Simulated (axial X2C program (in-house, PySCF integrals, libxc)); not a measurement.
**Spin–orbit effects along a row: molecules with Al, PBE0**

Calculated with an in-house relativistic program for diatomic molecules, spin-free (one-electron X2C) or two-component (2c: spin–orbit coupling with atomic mean-field Coulomb and Gaunt terms, which also bring small scalar terms), in Dyall basis sets with cores contracted in-house; open shells are unrestricted.

Basis sets: Al dyall-v3z, Br dyall-cv3z, Ca dyall-cv3z, Cr dyall-cv3z, Cu dyall-cv3z, Ge dyall-cv3z, K dyall-cv3z, Mn dyall-cv3z, Ni dyall-cv3z, Sc dyall-cv3z, Ti dyall-cv3z, V dyall-cv3z, Zn dyall-cv3z.

| molecule | spin-free state | Re (Å) | ωe (cm⁻¹) | De (eV) | 2c state | Re 2c (Å) | ωe 2c (cm⁻¹) | De 2c (eV) |
| --- | --- | --- | --- | --- | --- | --- | --- | --- |
| KAl | M_S = 1, Λ = 1 | 3.357 | 149.4 | 0.62 | Ω = 2 | 3.358 | 149.4 | 0.61 |
| CaAl | M_S = 1/2, Λ = 1 | 3.137 | 191.3 | 0.64 | Ω = 1/2 | 3.136 | 191.3 | 0.64 |
| AlSc | M_S = 1, Λ = 0 | 2.698 | 282.9 | 1.28 | Ω = 1 | 2.699 | 282.7 | 1.28 |
| AlTi | M_S = 5/2, Λ = 2 | 2.490 | 329.4 | n/a | Ω = 1/2 | 2.490 | 329.2 | n/a |
| AlV | M_S = 3, Λ = 0 | 2.449 | 324.7 | n/a | Ω = 3 | 2.450 | 324.4 | n/a |
| AlCr | M_S = 5/2, Λ = 0 | 2.711 | 221.4 | 1.08 | Ω = 5/2 | 2.712 | 221.2 | 1.08 |
| AlMn | M_S = 2, Λ = 1 | 2.672 | 225.0 | 0.79 | Ω = 3 | 2.671 | 225.3 | 0.79 |
| AlNi | M_S = 1/2, Λ = 2 | 2.347 | 301.5 | 2.02 | Ω = 5/2 | 2.348 | 301.4 | n/a |
| AlCu | M_S = 0, Λ = 0 | 2.365 | 285.7 | 2.15 | Ω = 0 | 2.366 | 285.5 | 2.15 |
| AlZn | M_S = 1/2, Λ = 1 | 2.681 | 171.8 | 0.35 | Ω = 1/2 | 2.678 | 172.5 | 0.35 |
| AlGe | M_S = 3/2, Λ = 0 | 2.466 | 304.5 | 2.49 | Ω = 3/2 | 2.467 | 304.1 | n/a |
| AlBr | M_S = 0, Λ = 0 | 2.317 | 370.2 | 4.55 | Ω = 0 | 2.318 | 369.7 | 4.45 |

(1) Work out the shifts from the spin-free to the two-component result.

Each entry is the lowest single determinant of a limited PBE0 search at one distance. De goes to single-determinant-based atoms at the same level (for ions the charge split of lowest energy) and is withheld (n/a) where an atom does not fit its ground term or J level. Main or longest-lived isotopes. One determinant is a doubtful description, or other states lie close, for KAl, CaAl, AlSc, AlTi, AlV, AlCr, AlMn, AlNi, AlZn, AlGe; these need not be ground states, and all values refer to the states named. Some open-shell Ω = 0 determinants are out of reach, so the Ω given for KAl, AlSc, AlV, AlMn need not be the lowest component. With several unpaired electrons the Ω given is that of one determinant, not necessarily of the lowest component. Some light 2c atoms are not at their ground J level, so De misses part of their lowering (0.04 eV or less). The functionals have no current term, which raises determinants with orbital currents. Where the atoms have a lower orbital projection than the molecule, De at mean-field level may be about a tenth of an eV too small.

## Answers

(1) 

```
molecule  2c state  ΔRe (Å)  Δωe (cm⁻¹)  ΔDe (eV)
     KAl     Ω = 2    0.001         0.0     -0.01
    CaAl   Ω = 1/2   -0.001         0.0      0.00
    AlSc     Ω = 1    0.001        -0.2      0.00
    AlTi   Ω = 1/2    0.000        -0.2       n/a
     AlV     Ω = 3    0.001        -0.3       n/a
    AlCr   Ω = 5/2    0.001        -0.2      0.00
    AlMn     Ω = 3   -0.001         0.3      0.00
    AlNi   Ω = 5/2    0.001        -0.1       n/a
    AlCu     Ω = 0    0.001        -0.2      0.00
    AlZn   Ω = 1/2   -0.003         0.7      0.00
    AlGe   Ω = 3/2    0.001        -0.4       n/a
    AlBr     Ω = 0    0.001        -0.5     -0.10
```

Shifts of one unit in the last digit are rounding.
